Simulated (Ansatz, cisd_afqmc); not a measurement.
Species: Ge, charge 0, triplet.

Total energies in cc-pVTZ, 4 correlated electrons, 14 frozen orbitals. Radicals and triplets start from unrestricted determinants; spin-orbit coupling is neglected. Correlated methods leave the cores frozen (noble-gas shells, and filled d and f shells in the p block). No relativity. The Monte Carlo rows (phaseless AFQMC, CISD trial, step 0.005/hartree) carry one-sigma bars that omit the constraint's bias. Outlying blocks are dropped, and bars are widened where a walk drifts. Over all cases where full CI ran beside it in this data, AFQMC minus full CI had a median of +0.1 mEh and passed +0.4 mEh in a tenth of the cases.

```tsv
method	program	energy (Eh)	minus CCSDTQ (mEh)
HF	Ansatz	-2075.36107	67.42
MP2	Ansatz	-2075.41113	17.36
CCSD	Ansatz	-2075.42610	2.39
CCSD(T)	Ansatz	-2075.42794	0.56
CCSDT(Q)	Ansatz	-2075.42848	0.01
CCSDTQ	Ansatz	-2075.42849	0.00
AFQMC/CISD	cisd_afqmc	-2075.4283 ± 0.0001	0.2 ± 0.1
```

Ansatz is a program for electronic structure.
